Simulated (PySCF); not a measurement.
**Removal energies of Cs³⁷⁺ from EOM-IP-GCCSD**

Reference: closed-shell Cs³⁷⁺, [Ar]; one electron is removed. Calculated with PySCF 2.14, two-component X2C-1e with screened spin-orbit coupling, an even-tempered Gaussian basis (18 s from 2.5 bohr⁻², ratio 2.6; 14 p from 3.3 bohr⁻², ratio 2.6; 6 d from 3.3 bohr⁻², ratio 2.8; 3 f from 57 bohr⁻², ratio 2.8); frozen [Ne]; the 62 highest virtual spinors dropped; of the others 50 kept and the rest restored at second order. No Breit or QED terms. Binding energies in eV.

```
level  Koopmans  second order  EOM-CCSD
3p1/2    2772.2        2772.2    2772.3
3p3/2    2685.4        2686.0    2686.3
```

For comparison, the ionisation energy of Cs³⁷⁺ is 2683 ± 4 eV (theoretical estimate listed by NIST; NIST Atomic Spectra Database, ionization energies).

Only part of the computed levels is shown.
